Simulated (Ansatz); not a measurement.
One change: `C[SiH2][GaH2]` becomes `C[SiH](O)[GaH2]`.

Ansatz, PBE0-D4/def2-TZVP geometries, multiplicity 1. Each molecule was computed in one conformer, which needn't be the lowest.

Scalar relativity is left out up to krypton.

```csv
property,`C[SiH2][GaH2]`
HOMO–LUMO gap (PBE/def2-TZVPP) / eV,3.46
HOMO energy (PBE/def2-TZVPP) / eV,-6.26
size of the dipole moment (ωB97M-V/def2-TZVPP) / D,0.90
LUMO energy (ωB97M-V/def2-TZVPP) / eV,-0.29
HOMO–LUMO gap (B3LYP/def2-TZVPP) / eV,4.87
HOMO–LUMO gap (ωB97M-V/def2-TZVPP) / eV,9.05
```

**Question.** What does the change do to each property? (An estimate is asked.)

**Answer.** Ansatz gave: 
```
                                          property  `C[SiH](O)[GaH2]`  shift
               HOMO–LUMO gap (PBE/def2-TZVPP) / eV               3.28  -0.18
                 HOMO energy (PBE/def2-TZVPP) / eV              -6.07   0.19
size of the dipole moment (ωB97M-V/def2-TZVPP) / D               1.90   1.00
             LUMO energy (ωB97M-V/def2-TZVPP) / eV              -0.25   0.04
             HOMO–LUMO gap (B3LYP/def2-TZVPP) / eV               4.74  -0.13
           HOMO–LUMO gap (ωB97M-V/def2-TZVPP) / eV               8.94  -0.11
```

Dipoles are sizes alone; their direction can turn.

B3LYP here is the variant with VWN-RPA as its local correlation; programs differ in this.
